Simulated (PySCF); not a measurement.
Input for PySCF: R-BP86/6-31G* on H3NSi (SMILES N[SiH]), a point of a bond scan (R = 3.060 Å).

```python
from pyscf import gto, scf, dft, mp
from pyscf.data.elements import chemcore

mol = gto.M(
    atom='''
    Si   -0.24474767    0.39103857    0.50999719
    H    -0.92725405    2.55668123   -1.54062033
    N     0.39778231   -0.68955254   -0.65444502
    H     0.46313720   -0.52839300   -1.64843432
    H     0.76485489   -1.59313906   -0.39509969
    ''',
    basis='6-31g*',
    cart=True,
    charge=0, spin=0, verbose=3, max_memory=1800)
mf = dft.RKS(mol, xc='b88,p86')
mf.conv_tol = 1e-8
mf.max_cycle = 100
mf.kernel()
if not mf.converged:
    mf = mf.newton().run(mf.mo_coeff, mf.mo_occ)
```

Q: Predict the final total energy.

A: -345.9281 hartree.
